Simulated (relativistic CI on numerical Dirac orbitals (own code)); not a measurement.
Ni3+ (3d7) in a crystal field

Calculated by Dirac-Coulomb-Breit CI, separate exchange-only KLI orbitals for each configuration, model QED, valence Slater integrals scaled by 0.9, one configuration in a parametric crystal field (own radial code). With so little scaling, terms lie 10 to 35 % too far apart, which can change the order of excited levels.

Field parameters in Wybourne normalisation: D3d B²₀ = −7Dσ, B⁴₀ = −14Dq − 21Dτ, B⁴₃ = −14√(10/7) Dq; Oh B⁴₀ = 21Dq, B⁴₄ = √(5/14) B⁴₀; Td as Oh with Dq negative (B⁴₀ = 21Dq, B⁴₄ = √(5/14) B⁴₀). The field is a parameter set, without covalency.

S is read from ⟨S²⟩ = S(S + 1).

Powder χT (cm³ K mol⁻¹) by Van Vleck's formula, with temperature-independent terms:

```tsv
Field	2 K	5 K	10 K	20 K	50 K	100 K	200 K	300 K
D3d, 10Dq = 13450, Dσ = -1060, Dτ = 490 cm⁻¹	2.69	2.7	2.72	2.76	2.89	3.08	3.3	3.36
D3d, 10Dq = 23750, Dσ = -120, Dτ = 480 cm⁻¹	0.2	0.21	0.228	0.262	0.363	0.49	0.611	0.702
D3d, 10Dq = 26500, Dσ = -990, Dτ = 340 cm⁻¹	0.107	0.118	0.136	0.173	0.274	0.368	0.431	0.459
D3d, 10Dq = 28700, Dσ = -140, Dτ = -190 cm⁻¹	0.17	0.2	0.249	0.329	0.415	0.443	0.462	0.478
Oh, 10Dq = 28950 cm⁻¹	0.427	0.427	0.428	0.429	0.433	0.44	0.453	0.466
Oh, 10Dq = 32150 cm⁻¹	0.416	0.416	0.417	0.418	0.421	0.427	0.438	0.45
Td, 10Dq = -10850 cm⁻¹	2.22	2.22	2.22	2.22	2.23	2.24	2.26	2.28
Td, 10Dq = -14150 cm⁻¹	2.14	2.14	2.14	2.14	2.15	2.15	2.17	2.18
```

Task: For D3d, 10Dq = 13450, Dσ = -1060, Dτ = 490 cm⁻¹: what effective moment follows at 300 K?

Result: μ_eff = √(8χT) = 5.19 μB. The ground level has S = 1.50; the spin-only moment for S = 3/2 is 3.88 μB. The difference comes from the orbital moment, spin-orbit mixing of terms and temperature-independent paramagnetism, all larger in this ionic model than in covalent complexes.
